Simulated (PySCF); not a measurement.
## `c1csc([Si@H]2CC[SiH2]O2)c1`: 4 charge schemes on one density

Species: C6H10OSSi2.
Geometry (PBE0-D3(BJ)/def2-SVP, Å), atoms numbered from 1 in this order:
```
atom  x, y, z in Å
C1     2.9519   -0.4180   -0.7776
C2     3.3617    0.8724   -0.5597
S3     2.2487    1.7248    0.4280
C4     1.1988    0.3620    0.5677
Si5   -0.4355    0.3862    1.4602
C6    -1.7430    1.3963    0.5366
C7    -2.3000    0.4563   -0.5555
Si8   -2.3537   -1.2776    0.2083
O9    -1.0921   -1.1536    1.3163
C10    1.7170   -0.7072   -0.1351
H11    3.5170   -1.1344   -1.3753
H12    4.2637    1.3633   -0.9241
H13   -0.2727    0.7710    2.8902
H14   -1.3486    2.3367    0.1188
H15   -2.5373    1.6719    1.2523
H16   -1.6008    0.4180   -1.4090
H17   -3.2687    0.7968   -0.9548
H18   -3.6319   -1.5687    0.9252
H19   -2.0822   -2.3772   -0.7633
H20    1.2158   -1.6763   -0.1731
```

Density: PBE0/pcSseg-1 (PySCF); schemes: Mulliken, IAO, Hirshfeld and ESP-fitted. Isolated species at its PBE0-D3(BJ)/def2-SVP geometry (one conformer only).

Q: Tabulate the Mulliken, IAO, Hirshfeld and ESP-fitted charges.

A: In e:

```
atom                        environment  Mulliken     IAO  Hirshfeld  ESP-fitted
  C1                 aromatic CH carbon    -0.061  -0.184     -0.073      -0.355
  C2  aromatic CH next to a ring sulfur    -0.281  -0.316     -0.080      -0.153
  S3              thiophene-type sulfur    +0.264  +0.349     +0.103      +0.016
  C4        substituted aromatic carbon    -0.613  -0.478     -0.138      -0.215
 Si5               oxygen-bound silicon    +1.140  +1.118     +0.405      +0.564
  C6        sp3 carbon bound to silicon    -0.562  -0.556     -0.164      -0.134
  C7        sp3 carbon bound to silicon    -0.562  -0.552     -0.161      -0.335
 Si8               oxygen-bound silicon    +0.821  +0.970     +0.400      +0.605
  O9                    siloxane oxygen    -0.768  -0.869     -0.314      -0.511
 C10                 aromatic CH carbon    -0.053  -0.162     -0.065      +0.040
 H11                  aromatic hydrogen    +0.104  +0.162     +0.057      +0.207
 H12                  aromatic hydrogen    +0.141  +0.174     +0.058      +0.201
 H13                      Si–H hydrogen    -0.080  -0.135     -0.077      -0.103
 H14                 methylene hydrogen    +0.155  +0.151     +0.038      +0.050
 H15                 methylene hydrogen    +0.148  +0.145     +0.040      +0.056
 H16                 methylene hydrogen    +0.158  +0.150     +0.039      +0.096
 H17                 methylene hydrogen    +0.152  +0.150     +0.041      +0.092
 H18                      Si–H hydrogen    -0.108  -0.143     -0.083      -0.119
 H19                      Si–H hydrogen    -0.107  -0.137     -0.079      -0.126
 H20                  aromatic hydrogen    +0.111  +0.164     +0.054      +0.123
```

Mean size of the charges over all atoms: IAO 0.353 e, Mulliken 0.320 e, ESP-fitted 0.205 e, Hirshfeld 0.123 e. Each set sums to the total charge, 0, to within 0.001 e. The IAO scheme counts the electrons in orthogonalised intrinsic atomic orbitals, a minimal basis polarised so that it spans the occupied orbitals exactly.

Lowest charge. All schemes agree: Mulliken O9 (-0.768); IAO O9 (-0.869); Hirshfeld O9 (-0.314); ESP-fitted O9 (-0.511).

Highest charge. The schemes don't all agree: Mulliken Si5 (+1.140); IAO Si5 (+1.118); Hirshfeld Si5 (+0.405); ESP-fitted Si8 (+0.605).

Q: How many electrons does the Mulliken scheme count on O9?

A: Z − q = 8 − (-0.768) = 8.768.

Q: Sum the charges by element, for elements with more than one atom.

A: 
```csv
element,atoms,Mulliken,IAO,Hirshfeld,ESP-fitted
C,6,-2.133,-2.248,-0.680,-1.151
Si,2,+1.962,+2.087,+0.805,+1.169
H,10,+0.675,+0.680,+0.087,+0.477
```

Q: How closely do the schemes follow one another over all atoms?

A: Correlation coefficient and root-mean-square difference: IAO with Hirshfeld 0.99, 0.300 e; Mulliken with IAO 0.99, 0.070 e; Mulliken with Hirshfeld 0.97, 0.283 e; Hirshfeld with ESP-fitted 0.94, 0.123 e; IAO with ESP-fitted 0.93, 0.235 e; Mulliken with ESP-fitted 0.90, 0.230 e.

These values come from a run that also computed NMR shieldings. Hardware: an Arm Neoverse V2 with one thread, shared host with 96 logical CPUs at a one-minute load of 52. Cost: 57 s of wall time (with the writing of density and orbital grids), 1.4 GiB resident at most.
